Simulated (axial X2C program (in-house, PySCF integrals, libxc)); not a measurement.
**What spin–orbit coupling does to CaBa⁺**

Calculated with an in-house all-electron X2C program for linear molecules (integrals from PySCF). Spin-free means the one-electron spin-free X2C Hamiltonian; two-component (2c) means X2C with spin–orbit coupling and atomic mean-field two-electron Coulomb and Gaunt terms, so the difference of the two also holds small scalar two-electron terms. Basis: Ba dyall-v3z [14s14p9d3f], Ca dyall-v3z [11s12p4d3f] (cores contracted in-house); Gaussian nuclei, density fitting, unrestricted open shells. Masses: Ba 137.905 u, Ca 39.963 u.

Spin-free state: M_S = 1/2, Λ = 0 (beyond evenly filled blocks: σα); fragments Ba+ + Ca.

```tsv
level	Re (Å)	ωe (cm⁻¹)	De (eV)	μ (D)
PBE0	4.244	90.6	0.851	3.26
HF	4.570	76.8	0.669	3.54
r2SCAN	4.266	89.6	0.888	3.42
B3LYP	4.289	83.8	0.730	3.36
```

Dipoles are positive if Ca is the positive end and refer to the centre of mass.

Two-component determinant lowest at the distance of the search:

Ω = 1/2 (⟨Sz⟩ = 0.50, ⟨Lz⟩ = 0.00 at PBE0); fragments Ba+ + Ca.

```csv
level,Re (Å),ωe (cm⁻¹),De (eV),μ (D)
PBE0,4.242,90.6,0.853,3.28
HF,4.569,76.8,0.670,3.54
r2SCAN,4.265,89.6,0.890,3.44
B3LYP,4.287,83.9,0.732,3.38
```

Task: From the two tables, how do the constants change at the PBE0 level (2c against spin-free)?

Result: At the PBE0 level Re falls by 0.002 Å and ωe doesn't move by more than 0.2 cm⁻¹; De changes by 0.002 eV.

One determinant describes the state; a PBE0 search over occupations chose it and may have missed a lower one. De is counted from the lowest determinant-based energies of the atoms at the same level, without counterpoise correction. Density functionals use the spin component along the axis (collinear). Other states lie close and PBE0, whose exact exchange favours high spin, may order them wrongly; the determinant shown need not be the ground state. The nearest other spin-free determinant of the search, M_S = 1/2, Λ = 1, lies 0.45 eV up at the distance of the search. The determinant is spin-polarised beyond a pure state at some levels (its spin-free form has ⟨S²⟩ too high), which makes Re and μ there less reliable.
